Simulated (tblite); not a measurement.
Compound: CH6Cl2GeSi.
Bonds: Cl1–Si2, Si2–C3, C3–Ge4, Ge4–Cl5. Hydrogens: H6, H7 on Si2; H8, H9 on C3; H10, H11 on Ge4.

Computed with GFN2-xTB (tblite), gas phase: L-BFGS steps from a force-field or distance-geometry start until the largest atomic force falls under 0.01 eV/Å.

The end geometry, which sets the zero of energy:
```
atom  x, y, z in Å
Cl1    -0.8238    2.2463   -1.0558
Si2    -1.5345    0.6144   -0.1185
C3     -0.2420   -0.7624   -0.3270
Ge4     1.5879   -0.2521    0.2366
Cl5     1.5941    0.1478    2.2984
H6     -1.7447    0.9365    1.2902
H7     -2.7837    0.2094   -0.7637
H8     -0.1942   -1.0723   -1.3705
H9     -0.5448   -1.6369    0.2490
H10     2.1304    0.9674   -0.4684
H11     2.5605   -1.3955    0.0037
```

**Question.** These geometries come from the run, each turned onto the end geometry. Order them by energy, lowest first.
A.
```
atom  x, y, z in Å
Cl1    -1.0112    2.4291   -0.1024
Si2    -1.6320    0.5271    0.0214
C3     -0.2122   -0.6477   -0.4389
Ge4     1.6303   -0.3116    0.2154
Cl5     1.8455    1.2627    1.5798
H6     -2.1171    0.2831    1.3812
H7     -2.6552    0.3166   -1.0114
H8     -0.1300   -0.6426   -1.5261
H9     -0.4617   -1.6584   -0.1181
H10     2.5654   -0.0143   -0.9481
H11     2.1833   -1.5414    0.9213
```
B.
```
atom  x, y, z in Å
Cl1    -1.1735    2.3190   -1.0269
Si2    -1.5530    0.6030   -0.0686
C3     -0.1933   -0.6624   -0.4703
Ge4     1.5953   -0.2978    0.2879
Cl5     1.5053    0.4671    2.2351
H6     -1.5645    0.8832    1.3626
H7     -2.8337    0.0433   -0.5242
H8     -0.0766   -0.7558   -1.5477
H9     -0.5035   -1.6388   -0.0991
H10     2.4228    0.6360   -0.5796
H11     2.3799   -1.5941    0.4046
```
C.
```
atom  x, y, z in Å
Cl1    -0.9628    2.1582   -1.3126
Si2    -1.5137    0.6339   -0.1236
C3     -0.2325   -0.7501   -0.3556
Ge4     1.5824   -0.2714    0.2807
Cl5     1.5521   -0.0320    2.3694
H6     -1.5663    1.1130    1.2531
H7     -2.8202    0.1457   -0.5649
H8     -0.1638   -0.9976   -1.4152
H9     -0.5627   -1.6492    0.1650
H10     2.0987    1.0185   -0.3071
H11     2.5938   -1.3663   -0.0153
```
D.
```
atom  x, y, z in Å
Cl1    -1.0411    2.1668   -1.3305
Si2    -1.5118    0.6341   -0.1195
C3     -0.2183   -0.7377   -0.3749
Ge4     1.5820   -0.2832    0.3009
Cl5     1.5156    0.0005    2.3822
H6     -1.5078    1.1191    1.2549
H7     -2.8321    0.1446   -0.5143
H8     -0.1123   -0.9634   -1.4365
H9     -0.5444   -1.6551    0.1157
H10     2.1123    0.9879   -0.3201
H11     2.5631   -1.4110    0.0163
```
E.
```
atom  x, y, z in Å
Cl1    -0.8814    2.2003   -1.2107
Si2    -1.5250    0.6275   -0.1351
C3     -0.2393   -0.7580   -0.3342
Ge4     1.5830   -0.2522    0.2532
Cl5     1.5776   -0.0077    2.3404
H6     -1.6403    1.0448    1.2584
H7     -2.8094    0.1761   -0.6720
H8     -0.1855   -1.0732   -1.3757
H9     -0.5494   -1.6271    0.2452
H10     2.0930    1.0283   -0.3522
H11     2.5820   -1.3562   -0.0434
```

**Answer.** E (0.002 eV), C (0.006 eV), D (0.012 eV), B (0.047 eV), A (0.130 eV).

In the order of the answer:

| step | E above end (eV) | largest force (eV/Å) | rms force component (eV/Å) | rms distance from end (Å) | rms bond change (Å) | bond most changed (Å) |
| --- | --- | --- | --- | --- | --- | --- |
| 107 | 0.002 | 0.07 | 0.018 | 0.102 | 0.001 | Ge4–H10 -0.004 |
| 96 | 0.006 | 0.05 | 0.017 | 0.163 | 0.001 | Ge4–Cl5 +0.002 |
| 89 | 0.012 | 0.07 | 0.030 | 0.190 | 0.003 | C3–Ge4 -0.006 |
| 77 | 0.047 | 0.24 | 0.067 | 0.319 | 0.006 | Ge4–H10 +0.010 |
| 35 | 0.130 | 0.25 | 0.076 | 0.755 | 0.006 | Ge4–H10 +0.013 |

What follows is the cost of the whole relaxation. On Arm Neoverse N1, one thread, shared host with 64 logical CPUs at a one-minute load of 58, this took 1.5 s.
